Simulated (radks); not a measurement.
Spin polarisation of the 4f10 shell in neutral dysprosium. Start: [Xe] 4f(up 5, down 5) 6s2; electrons of 4f are moved from spin down to spin up, other shells keep equal spins. Calculated with a radial shooting solver on a logarithmic mesh with Libxc functionals: scalar-relativistic Kohn-Sham, r2SCAN, spin-polarised, spherical densities, finite nucleus; meta-GGA in the generalised Kohn-Sham scheme; Fermi nuclear charge, rms radius of each element as measured or else 0.836 A^(1/3) + 0.57 fm.

moment (Bohr magnetons) = 0: E - E(0) (eV) 0.000; e(4f up) (eV) -3.001; e(4f down) (eV) -3.001; 6s down minus up (eV) 0.000
moment (Bohr magnetons) = 1: E - E(0) (eV) -0.249; e(4f up) (eV) -3.483; e(4f down) (eV) -2.489; 6s down minus up (eV) 0.039
moment (Bohr magnetons) = 2: E - E(0) (eV) -0.994; e(4f up) (eV) -3.934; e(4f down) (eV) -1.948; 6s down minus up (eV) 0.078
moment (Bohr magnetons) = 3: E - E(0) (eV) -2.235; e(4f up) (eV) -4.354; e(4f down) (eV) -1.379; 6s down minus up (eV) 0.117
moment (Bohr magnetons) = 4: E - E(0) (eV) -3.970; e(4f up) (eV) -4.742; e(4f down) (eV) -0.781; 6s down minus up (eV) 0.157

At moment 4 the spin-polarisation energy is -3.970 eV and the 4f exchange splitting 3.961 eV, that is 0.990 eV per Bohr magneton; E = -I m^2/4 would give I = 0.992 eV.
